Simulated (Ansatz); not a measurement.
Gas-phase electronic energies from Ansatz, PBE0-D4/def2-TZVP geometries. CBS: MP2 limit from def2 TZ/QZ plus the TZ coupled-cluster correction, frozen cores. This one scheme is used for every species. Functionals use def2-TZVPP. Open shells (•) are unrestricted, without spin–orbit coupling. Each species was taken in one conformer, which may not be the lowest.

Consider the homolysis of the Si–Si bond: `F[Si@H](Cl)[Si@@H](F)Cl` → 2 `F[SiH]Cl`•.

Task: What is ΔE at CCSD(T)/CBS? (Estimate.)

Result: Ansatz gave: +338.1 kJ/mol.

Task: What do these levels give: PBE-D4, r2SCAN-D4, ωB97X-V, B2PLYP, PBE0, HF/def2-TZVPP, SCS-MP2/def2-TZVPP, CCSD/def2-TZVPP, CCSD(T)/def2-TZVPP, SCS-MP2/def2-QZVPP, HF/CBS(def2), CCSD/CBS(def2)? (Best estimate.)

Result: Ansatz gave: PBE-D4 310.5, r2SCAN-D4 303.9, ωB97X-V 337.7, B2PLYP 311.4, PBE0 308.8, HF/def2-TZVPP 243.3, SCS-MP2/def2-TZVPP 329.3, CCSD/def2-TZVPP 321.8, CCSD(T)/def2-TZVPP 326.7, SCS-MP2/def2-QZVPP 336.4, HF/CBS(def2) 241.3, CCSD/CBS(def2) 333.2 kJ/mol.

Largest T1 diagnostic among the species: 0.013.

From PBE to PBE0 (25 % exact exchange), in def2-TZVPP and without D4, ΔE moves by +8.9 kJ/mol. The D4 term adds +17.1 kJ/mol with B3LYP and +9.6 kJ/mol with PBE0; it sums over pairs of atoms, weighted by their polarisabilities, and B3LYP, whose exchange is more repulsive, gets the larger term. In def2-TZVPP, CCSD(T) changes the Hartree–Fock value by +83.4 kJ/mol (the triples alone add +4.9 kJ/mol) and MP2 by +82.6 kJ/mol; breaking electron pairs costs correlation energy, which Hartree–Fock lacks.

B3LYP here is the variant with VWN-RPA as its local correlation; programs differ in this.
